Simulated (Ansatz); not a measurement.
Geometry optimisation, Ansatz, RKS B3LYP/6-31G.

Input file:

```yaml
crystal:
  periodic: [false, false, false]
  atoms:
    - { symbol: C, position_ang: [-0.6519, 1.1141, -1.9795] }
    - { symbol: Al, position_ang: [-0.2817, -0.4058, -0.8341] }
    - { symbol: "N", position_ang: [-0.7488, -0.3521, 1.0142] }
    - { symbol: Si, position_ang: [-2.62, -0.11479, 1.05684] }
    - { symbol: Cl, position_ang: [-3.54567, -1.85251, 0.51395] }
    - { symbol: H, position_ang: [-0.1776, 2.0726, -1.6037] }
    - { symbol: H, position_ang: [-1.7685, 1.3391, -1.9824] }
    - { symbol: H, position_ang: [-0.324, 0.9701, -3.0343] }
    - { symbol: H, position_ang: [0.461, -1.6633, -1.405] }
    - { symbol: H, position_ang: [-0.35068, 0.50272, 1.43477] }
    - { symbol: H, position_ang: [-2.93071, 0.23074, 2.50058] }
    - { symbol: H, position_ang: [-2.98599, 1.0009, 0.22454] }
basis:
  gaussian: { orbitals: "6-31G" }
hamiltonian:
  xc: b3lyp
relax:
  f_tol: 0.015
  max_steps: 40
```

Run as:

```bash
$ ansatz run input.yaml --threads 1 --pin off --max-ram 2048MiB --backend cpu --events-out ev --progress --plain --runs-dir out
```

Q: Where does it end, and by what steps?

A: The run converged. Limits of this set-up: no polarisation functions. After 14 steps the energy has fallen by 1.593 eV; H10 moved furthest, 1.59 Å.

```json
{"step": "0", "energy less start (eV)": "0.0000", "largest force component (eV/Å)": "3.063", "accepted": "yes"}
{"step": "1", "energy less start (eV)": "-0.6078", "largest force component (eV/Å)": "1.857", "accepted": "yes"}
{"step": "2", "energy less start (eV)": "-0.8377", "largest force component (eV/Å)": "1.777", "accepted": "yes"}
{"step": "3", "energy less start (eV)": "-1.0234", "largest force component (eV/Å)": "2.121", "accepted": "yes"}
{"step": "4", "energy less start (eV)": "-1.2248", "largest force component (eV/Å)": "1.022", "accepted": "yes"}
{"step": "5", "energy less start (eV)": "-1.3402", "largest force component (eV/Å)": "0.712", "accepted": "yes"}
{"step": "6", "energy less start (eV)": "-1.4275", "largest force component (eV/Å)": "0.555", "accepted": "yes"}
{"step": "7", "energy less start (eV)": "-1.5011", "largest force component (eV/Å)": "0.421", "accepted": "yes"}
{"step": "8", "energy less start (eV)": "-1.5530", "largest force component (eV/Å)": "0.288", "accepted": "yes"}
{"step": "9", "energy less start (eV)": "-1.5806", "largest force component (eV/Å)": "0.197", "accepted": "yes"}
{"step": "10", "energy less start (eV)": "-1.5914", "largest force component (eV/Å)": "0.059", "accepted": "yes"}
{"step": "11", "energy less start (eV)": "-1.5929", "largest force component (eV/Å)": "0.023", "accepted": "yes"}
{"step": "12", "energy less start (eV)": "-1.5932", "largest force component (eV/Å)": "0.040", "accepted": "yes"}
{"step": "13", "energy less start (eV)": "-1.5933", "largest force component (eV/Å)": "0.025", "accepted": "yes"}
{"step": "14", "energy less start (eV)": "-1.5935", "largest force component (eV/Å)": "0.008", "accepted": "yes"}
```

```xyz
12
Properties=species:S:1:pos:R:3
C -0.769 1.084 -2.172
Al -0.011 -0.088 -0.781
N -0.956 -0.448 0.743
Si -2.578 0.069 1.181
Cl -4.131 -1.431 0.650
H -0.473 2.130 -2.010
H -1.864 1.052 -2.194
H -0.400 0.794 -3.163
H 1.437 -0.772 -0.817
H -0.512 -1.078 1.409
H -2.729 0.242 2.659
H -2.937 1.288 0.400
```

Whether the end is a true minimum wasn't checked by a vibrational analysis.

Time of the run: 64 s on 1 thread of Intel(R) Xeon(R) Platinum 8559C (Emerald Rapids), with other jobs on the host, peak memory 0.23 GiB.
